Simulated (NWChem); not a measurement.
The numbers come from NWChem runs, not from measurements. System: imidazole (C3H4N2), charge 0, spin multiplicity 1, at a geometry optimised with B3LYP/def2-SVP. Level: RHF/def2-TZVP.

The NWChem input:

```
start mol
memory heap 200 mb stack 900 mb global 1100 mb
geometry units angstroms nocenter noautoz
  C      0.891426     0.761743     0.000000
  C      0.983908    -0.612853     0.000000
  N     -0.320022    -1.058359     0.000000
  C     -1.124932     0.046597     0.000000
  N     -0.423665     1.156522     0.000000
  H      1.707040     1.484179     0.000000
  H      1.832151    -1.292749     0.000000
  H     -0.622742    -2.024984     0.000000
  H     -2.213050    -0.026511     0.000000
  symmetry group Cs
end
basis spherical
  * library def2-tzvp
end
scf
  rhf
  nopen 0
  maxiter 100
  thresh 1e-7
  semidirect memsize 60000000 filesize 0
end
task scf energy
```

NWChem printed:

```
             Northwest Computational Chemistry Package (NWChem) 7.3.0
             --------------------------------------------------------

                                NWChem Input Module
                                -------------------

 Scaling coordinates for geometry "geometry" by  1.889725989
 (inverse scale =  0.529177249)

 Turning off AUTOSYM since
 SYMMETRY directive was detected!

                             Geometry "geometry" -> ""
                             -------------------------

 Output coordinates in angstroms (scale by  1.889725989 to convert to a.u.)

  No.       Tag          Charge          X              Y              Z
 ---- ---------------- ---------- -------------- -------------- --------------
    1 C                    6.0000     0.89142600     0.76174300     0.00000000
    2 C                    6.0000     0.98390800    -0.61285300     0.00000000
    3 N                    7.0000    -0.32002200    -1.05835900     0.00000000
    4 C                    6.0000    -1.12493200     0.04659700     0.00000000
    5 N                    7.0000    -0.42366500     1.15652200     0.00000000
    6 H                    1.0000     1.70704000     1.48417900     0.00000000
    7 H                    1.0000     1.83215100    -1.29274900     0.00000000
    8 H                    1.0000    -0.62274200    -2.02498400     0.00000000
    9 H                    1.0000    -2.21305000    -0.02651100     0.00000000

 Effective nuclear repulsion energy (a.u.)     162.9753922999

            Nuclear Dipole moment (a.u.)
            ----------------------------
        X                 Y               Z
 ---------------- ---------------- ----------------
     0.0000037795    -0.0000037795     0.0000000000

      Symmetry information
      --------------------

 Group name             Cs
 Group number              2
 Group order               2
 No. of unique centers     9

      Symmetry unique atoms

     1    2    3    4    5    6    7    8    9


 Summary of "ao basis" -> "" (spherical)
 ------------------------------------------------------------------------------
[...]
              MO Center= -7.3D-01, -2.4D+00, -6.3D-15, r^2= 4.0D+00
   Bfn.  Coefficient  Atom+Function         Bfn.  Coefficient  Atom+Function
  ----- ------------  ---------------      ----- ------------  ---------------
   170      2.248073  8 H  s                 67     -1.869640  3 N  s
    75      0.900516  3 N  py               176      0.859160  9 H  s
   164      0.729154  7 H  s                105      0.583540  4 C  px
    36     -0.487408  2 C  s                 43     -0.381619  2 C  px
    66      0.365146  3 N  s                129     -0.250710  5 N  s

 Vector   20  Occ=0.000000D+00  E= 1.607893D-01  Symmetry=a"
              MO Center= -1.5D-01, -1.5D-01, -6.1D-13, r^2= 3.9D+00
   Bfn.  Coefficient  Atom+Function         Bfn.  Coefficient  Atom+Function
  ----- ------------  ---------------      ----- ------------  ---------------
    45      0.747475  2 C  pz               107      0.745909  4 C  pz
    76     -0.659228  3 N  pz                14     -0.438792  1 C  pz
   138     -0.283333  5 N  pz                70     -0.218049  3 N  pz
   101      0.216183  4 C  pz               104      0.212289  4 C  pz
    39      0.189834  2 C  pz                73     -0.176617  3 N  pz

 Vector   21  Occ=0.000000D+00  E= 1.820927D-01  Symmetry=a'
              MO Center=  1.4D+00, -1.6D+00,  2.2D-13, r^2= 7.5D+00
   Bfn.  Coefficient  Atom+Function         Bfn.  Coefficient  Atom+Function
  ----- ------------  ---------------      ----- ------------  ---------------
   164      4.592646  7 H  s                 43     -2.973946  2 C  px
    44      2.046118  2 C  py               176     -2.055681  9 H  s
     5     -1.937609  1 C  s                105     -1.671553  4 C  px
   129      1.345690  5 N  s                 12      1.092923  1 C  px
    36     -0.652706  2 C  s                163     -0.637799  7 H  s

 center of mass
 --------------
 x =  -0.01944719 y =   0.05126692 z =   0.00000000

 moments of inertia (a.u.)
 ------------------
         192.475412320870           1.140868755065           0.000000000000
           1.140868755065         185.428158921317           0.000000000000
           0.000000000000           0.000000000000         377.903571242187

  Mulliken analysis of the total density
  --------------------------------------

    Atom       Charge   Shell Charges
 -----------   ------   -------------------------------------------------------
    1 C    6     6.04   0.85  1.12  0.50  0.54  0.11  1.22  1.26  0.31  0.03  0.09  0.01
    2 C    6     6.07   0.85  1.12  0.49  0.56  0.11  1.23  1.23  0.36  0.03  0.08  0.01
    3 N    7     7.34   0.82  1.16  0.50  0.84  0.11  1.52  1.80  0.52  0.01  0.07  0.01
    4 C    6     5.83   0.85  1.12  0.51  0.51  0.09  1.21  1.10  0.27  0.04  0.10  0.02
    5 N    7     7.41   0.82  1.16  0.53  0.90  0.21  1.44  1.69  0.59  0.01  0.07  0.00
    6 H    1     0.87   0.26  0.49  0.09  0.02
    7 H    1     0.85   0.26  0.48  0.08  0.02
    8 H    1     0.74   0.25  0.40  0.05  0.04
    9 H    1     0.85   0.26  0.48  0.08  0.02

       Multipole analysis of the density wrt the origin
       ------------------------------------------------

     L   x y z        total         open         nuclear
     -   - - -        -----         ----         -------
     0   0 0 0     -0.000000      0.000000     36.000000

     1   1 0 0     -0.029421      0.000000      0.000004
     1   0 1 0     -1.524853      0.000000     -0.000004
     1   0 0 1      0.000000      0.000000      0.000000

     2   2 0 0    -18.161757      0.000000    113.197836
     2   1 1 0      2.374304      0.000000      2.026810
     2   1 0 1      0.000000      0.000000      0.000000
     2   0 2 0    -20.562155      0.000000    110.442283
     2   0 1 1      0.000000      0.000000      0.000000
     2   0 0 2    -24.243076      0.000000      0.000000

 Task  times  cpu:       70.9s     wall:       70.9s

 Total times  cpu:       71.0s     wall:       71.0s
```
